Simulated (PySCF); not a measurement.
# Diatomics of P with the fifth-period p block

CCSD(T) with triple-zeta basis sets in PySCF, for the lowest determinant that a PBE0 search found; no spin–orbit coupling. De refers to high-spin ground-configuration atoms.

```json
{"M": "In", "basis": "def2-TZVPP", "reference, frozen orbitals": "UHF, 9", "state (unpaired electrons)": "triplet (π ↑↑)", "Re (Å)": "2.641", "ωe (cm⁻¹)": "259", "De (eV)": "1.73"}
{"M": "Sb", "basis": "x2c-TZVPPall", "reference, frozen orbitals": "RHF, 23", "state (unpaired electrons)": "singlet (closed shell)", "Re (Å)": "2.217", "ωe (cm⁻¹)": "502", "De (eV)": "3.30"}
{"M": "Te", "basis": "def2-TZVPP", "reference, frozen orbitals": "UHF, 9", "state (unpaired electrons)": "doublet (π ↑)", "Re (Å)": "2.257", "ωe (cm⁻¹)": "465", "De (eV)": "2.87"}
{"M": "I", "basis": "def2-TZVPP", "reference, frozen orbitals": "UHF, 9", "state (unpaired electrons)": "triplet (π ↑↑)", "Re (Å)": "2.391", "ωe (cm⁻¹)": "365", "De (eV)": "2.18"}
```

Question: By what factor does the well depth vary along the series?

Answer: At CCSD(T) it runs from 1.73 eV (InP) to 3.30 eV (SbP), a factor of 1.91.

The rows differ in basis set, which adds steps of its own.

The state changes along the series, so neighbouring rows are not always alike in their bonding.

Correlated steps freeze the inner cores (9 to 23 orbitals); shallow outer-core shells are correlated. These are scalar-relativistic numbers at best; spin–orbit coupling would shift them, the dissociation energy most. Where the molecule has an RHF reference, its open-shell atoms are computed with UHF. States were picked by a PBE0 search and need not be the measured ground states.
